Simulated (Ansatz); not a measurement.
Relaxation of CH6GeO2 (10 atoms, charge 0, multiplicity 1), to a largest force component of 0.03 eV/Å in at most 50 steps.

Theory: RKS PBE0/def2-SVP in Ansatz 0.2.0.

```xyz
10
Properties=species:S:1:pos:R:3
Ge 0.069 -0.113 -1.108
C 1.401 -0.042 1.762
H 0.642 -0.836 1.714
H 2.062 -0.214 2.625
H 0.917 0.942 1.847
H 2.012 -0.068 0.841
O -0.888 1.288 -0.526
H -1.677 1.114 0.006
O -0.907 -1.486 -0.479
H -1.705 -1.281 0.025
```

Problem. Where does it end, and by what steps?

Solution. The forces met the threshold. The force dipped under the threshold on the way, but the program's further checks kept it going. After 24 steps the energy has fallen by 0.070 eV; H6 moved furthest, 1.11 Å.

| step | energy less start (eV) | largest force component (eV/Å) | accepted |
| --- | --- | --- | --- |
| 0 | 0.0000 | 0.177 | yes |
| 1 | -0.0265 | 0.273 | yes |
| 2 | -0.0375 | 0.142 | yes |
| 3 | -0.0417 | 0.168 | yes |
| 4 | -0.0461 | 0.145 | yes |
| 5 | -0.0484 | 0.085 | yes |
| 6 | -0.0530 | 0.044 | yes |
| 7 | -0.0353 | 0.604 | no |
| 8 | -0.0563 | 0.019 | yes |
| 9 | -0.0576 | 0.188 | yes |
| 10 | -0.0602 | 0.096 | yes |
| 11 | -0.0622 | 0.142 | yes |
| 12 | -0.0635 | 0.176 | yes |
| 13 | -0.0656 | 0.076 | yes |
| 14 | -0.0668 | 0.048 | yes |
| 15 | -0.0667 | 0.178 | no |
| 16 | -0.0676 | 0.031 | yes |
| 17 | -0.0675 | 0.139 | no |
| 18 | -0.0681 | 0.011 | yes |
| 19 | -0.0685 | 0.042 | yes |
| 20 | -0.0687 | 0.086 | yes |
| 21 | -0.0691 | 0.036 | yes |
| 22 | -0.0693 | 0.010 | yes |
| 23 | -0.0695 | 0.052 | yes |
| 24 | -0.0697 | 0.020 | yes |

```xyz
10
Properties=species:S:1:pos:R:3
Ge -0.879 -0.082 -1.657
C 1.444 -0.071 1.724
H 1.119 -0.969 1.182
H 0.994 -0.057 2.727
H 1.135 0.823 1.165
H 2.538 -0.080 1.820
O -1.023 1.318 -0.545
H -1.166 1.148 0.394
O -1.049 -1.458 -0.520
H -1.188 -1.268 0.416
```

Whether the end is a true minimum wasn't checked by a vibrational analysis.

Run time: 63 s on 2 threads of Arm Neoverse V1, with other jobs on the host, peak memory 0.23 GiB.
